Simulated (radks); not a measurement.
The numbers below are computed, except where a source is named.
The nuclear charge of the nitrogen ion N2+ is varied continuously with 5 electrons held in [He] 2s2 2p1. Level of theory: scalar-relativistic Kohn-Sham, LDA (Slater exchange, Perdew-Wang correlation), spin-polarised, spherical densities, finite nucleus; open shells are filled with parallel spins first; Fermi nuclear charge, rms radius 2.5582 fm (a radial shooting solver on a logarithmic mesh with Libxc functionals). By the Hellmann-Feynman theorem dE/dZ = E(electron-nucleus)/Z, the electronic potential at the nucleus (averaged over a nucleus of fixed radius). The scalar-relativistic energy here is not variational (the density holds large components alone), so the two differ by a part that grows with Z.

| Z | E (hartree) | E(electron-nucleus)/Z (hartree) | HOMO | e(HOMO) (eV) | <r> HOMO (bohr) |
|---|---|---|---|---|---|
| 6.5 | -44.43443 | -15.4537 | 2p | -27.347 | 1.276 |
| 6.75 | -48.38427 | -16.1437 | 2p | -32.765 | 1.195 |
| 7 | -52.50665 | -16.8338 | 2p | -38.616 | 1.124 |
| 7.25 | -56.80158 | -17.5239 | 2p | -44.900 | 1.061 |
| 7.5 | -61.26907 | -18.2141 | 2p | -51.615 | 1.006 |
| 7.75 | -65.90915 | -18.9044 | 2p | -58.761 | 0.9556 |
| 8 | -70.72186 | -19.5949 | 2p | -66.336 | 0.9105 |

The central difference of E at Z = 7 is -16.835 hartree, to compare with the third column; the second derivative is -2.76 hartree.
